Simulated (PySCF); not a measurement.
Circular dichroism: `C[C@H]1C[C@H]([SiH3])[C@H]1C=O`, C$_{6}$H$_{12}$OSi

Geometry:
```tsv
atom	x (Å)	y (Å)	z (Å)
C1	2.289	0.428	-0.446
C2	0.899	-0.126	-0.709
C3	0.428	-1.223	0.260
C4	-0.819	-0.390	0.617
Si5	-2.498	-1.134	0.148
C6	-0.307	0.753	-0.278
C7	0.050	2.018	0.435
O8	-0.135	2.243	1.599
H9	2.516	1.253	-1.117
H10	2.373	0.779	0.580
H11	3.030	-0.354	-0.604
H12	0.821	-0.430	-1.755
H13	0.228	-2.185	-0.209
H14	1.108	-1.378	1.097
H15	-0.819	-0.078	1.664
H16	-2.493	-1.426	-1.290
H17	-2.683	-2.377	0.897
H18	-3.556	-0.171	0.448
H19	-0.952	1.029	-1.117
H20	0.517	2.780	-0.224
```

Computed, not measured: TDDFT BHandHLYP/def2-SVPD circular dichroism and optical rotation, one conformer, gas phase in PySCF 2.14.0. Geometry: GFN2-xTB.

The molecule is flexible and this is one conformer; a measurement averages over conformers.

Task: Assign R or S to each stereocentre.

Result: C2 S, C4 S, C6 R.

Task: Which excitations and rotatory strengths does the calculation give?

Result: Rotatory strengths R in 10⁻⁴⁰ esu² cm², velocity form and length form (origin at the centre of mass); f in length form.
```tsv
state	E (eV)	λ (nm)	f	R (velocity)	R (length)	main
1	4.51	275	0.0001	-5.4	-5.3	HOMO→LUMO 0.75, HOMO−1→LUMO 0.11
2	7.23	171	0.017	+15.0	+15.3	HOMO−1→LUMO 0.75, HOMO→LUMO 0.15
3	7.65	162	0.017	+16.2	+16.5	HOMO→LUMO+1 0.74
4	7.86	158	0.017	-19.3	-19.4	HOMO−2→LUMO 0.77
5	7.96	156	0.018	-12.9	-12.7	HOMO−3→LUMO 0.44, HOMO−1→LUMO+1 0.19
6	8.05	154	0.035	+38.0	+39.1	HOMO−1→LUMO+1 0.28, HOMO−3→LUMO 0.26
7	8.22	151	0.051	+37.1	+36.7	HOMO→LUMO+2 0.31, HOMO−1→LUMO+1 0.27
8	8.40	148	0.004	-1.1	-0.4	HOMO→LUMO+4 0.45, HOMO→LUMO+3 0.23
```

Among the states computed, the strongest CD band (largest |R|) is state 6. The largest dissymmetry factor in size, g = 4R/(D+G), with D and G the electric and magnetic dipole strengths, is -0.3 for state 1 (velocity form, f = 0.0001), among bands with |R| over 0.5. The mirror image has the same energies and oscillator strengths and all R with the opposite sign.
